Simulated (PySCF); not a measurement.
C4H3F3O, SMILES FC1=CCC(F)(F)O1.

Geometry: PBE0-D3(BJ)/def2-SVP. The structure was generated by enumeration, and PubChem lists no compound with its InChIKey, so it may never have been made. Other conformers were not sampled.

These are TDA-PBE/def2-SVPD (PySCF 2.14.0) values and carry that method's errors.

Vertical excitations. The molecule is in vacuum. State labels are in the subgroup Cs.

Q: Estimate the UV-visible absorptions. (An estimate is asked for; the answer gives what the named calculation found.)

A: 
| state | symmetry | energy (eV) | λ (nm) | f | main pairs |
|---|---|---|---|---|---|
| S1 | A" | 6.02 | 206 | 0.002 | HOMO→LUMO+1 100 % |
| S2 | A" | 6.53 | 190 | 0.012 | HOMO→LUMO+2 100 % |
| S3 | A" | 6.86 | 181 | 0.002 | HOMO→LUMO+3 100 % |
| S4 | A' | 7.06 | 176 | 0.162 | HOMO→LUMO 54 %, HOMO→LUMO+4 36 % |
| S5 | A' | 7.50 | 165 | 0.093 | HOMO→LUMO+4 55 %, HOMO→LUMO+6 22 %, HOMO→LUMO 18 % |
| S6 | A" | 7.56 | 164 | 0.003 | HOMO→LUMO+5 100 % |
| S7 | A' | 7.97 | 156 | 0.041 | HOMO→LUMO+6 74 %, HOMO→LUMO 12 % |
| S8 | A" | 8.01 | 155 | 0.002 | HOMO→LUMO+7 99 % |
| S9 | A" | 8.34 | 149 | 0.003 | HOMO→LUMO+8 99 % |
| S10 | A" | 8.40 | 148 | 0.001 | HOMO−1→LUMO 98 % |
| T1 | A' | 4.52 | 274 | 0 | HOMO→LUMO 99 % |
| T2 | A" | 5.89 | 211 | 0 | HOMO→LUMO+1 100 % |
| T3 | A" | 6.39 | 194 | 0 | HOMO→LUMO+2 99 % |
| T4 | A" | 6.74 | 184 | 0 | HOMO→LUMO+3 99 % |
Triplets are in the Tamm–Dancoff approximation.
